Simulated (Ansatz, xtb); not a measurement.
## Two structures of AlGaH5N

We compare a, a singlet given by its coordinates, with b, `[AlH2][NH][GaH2]`, a singlet. Both are isolated molecules in the gas phase, relaxed with B3LYP-D3(BJ)/def2-SVP; the shapes shown needn't be the lowest conformers.

a (Å):

```xyz
8

Al   -0.5784    0.2189    0.5329
Ga   -0.1664   -1.7135   -1.0471
N    -0.8523    1.5718    1.6558
H     0.7677    0.0415   -0.4513
H    -0.6363    2.5453    1.4651
H    -0.4758   -1.3817    1.0017
H    -1.3453    1.4955    2.5403
H    -1.5356   -0.2714   -0.7856
```

Close contacts (Å): Al1–Ga2 2.53, Al1–N3 1.78, Al1–H4 1.68, Al1–H6 1.67, Al1–H8 1.70, Ga2–H4 2.08, Ga2–H6 2.10, Ga2–H8 2.01, N3–H5 1.02, N3–H7 1.02.

b (Å):

```xyz
8

Al   -0.9551    1.2274    0.9010
Ga    1.2119   -0.5891   -0.7863
N     0.1264    0.8782   -0.4890
H    -1.7840    2.5781    0.9015
H    -1.0278    0.1608    2.0663
H     0.1687    1.5706   -1.2378
H     2.0510   -0.6090   -2.1117
H     1.2063   -1.7007    0.3159
```

Quicker runs give these differences E(b) − E(a): GFN2-xTB +1.270 eV; HF/STO-3G −4.616 eV (at GFN2-xTB geometries); r2SCAN-D4/def2-SVP −0.250 eV (at GFN2-xTB geometries).

Q: Estimate E(b) − E(a) at the level CCSD(T)/def2-TZVP.

A: Calculated at CCSD(T)/def2-TZVP: E(b) − E(a) = −0.193 eV, so structure b lies lower.

The same difference at several levels:

```csv
level,geometry,E(b) − E(a) (eV),departure from the last row (eV),"job, with rough time for the two"
GFN2-xTB,GFN2-xTB,+1.270,+1.463,"optimisation, 0.25 s"
HF/STO-3G,GFN2-xTB,−4.616,−4.423,"single point, 0.42 s"
r2SCAN-D4/def2-SVP,GFN2-xTB,−0.250,−0.057,"single point, 1.6 s"
B3LYP-D3(BJ)/def2-SVP,B3LYP-D3(BJ)/def2-SVP,+0.068,+0.261,"optimisation, 14 s"
HF/def2-TZVP,B3LYP-D3(BJ)/def2-SVP,−0.390,−0.197,part of the CCSD(T) run
MP2/def2-TZVP,B3LYP-D3(BJ)/def2-SVP,−0.339,−0.146,part of the CCSD(T) run
CCSD(T)/def2-TZVP,B3LYP-D3(BJ)/def2-SVP,−0.193,,"single point, 16 s"
```

GFN2-xTB, B3LYP-D3(BJ)/def2-SVP put the two in the other order. The largest departure from CCSD(T)/def2-TZVP is that of HF/STO-3G, 4.423 eV.

With harmonic frequencies from B3LYP-D3(BJ)/def2-SVP (ideal gas, rigid rotor, one conformer each, 298.15 K, 1 atm): on the last row, ΔE + ΔZPE = −0.257 eV. A mode under 50 cm⁻¹ makes harmonic enthalpies and free energies unreliable, so none is given.

The correlated steps freeze 15 core orbitals; the filled d shell of Ga is correlated, in a basis made for valence electrons. Run with Ansatz 0.2.0, xtb 6.7.1; the last row on 2 threads of Intel(R) Xeon(R) 6975P-C (Granite Rapids) on a shared host.
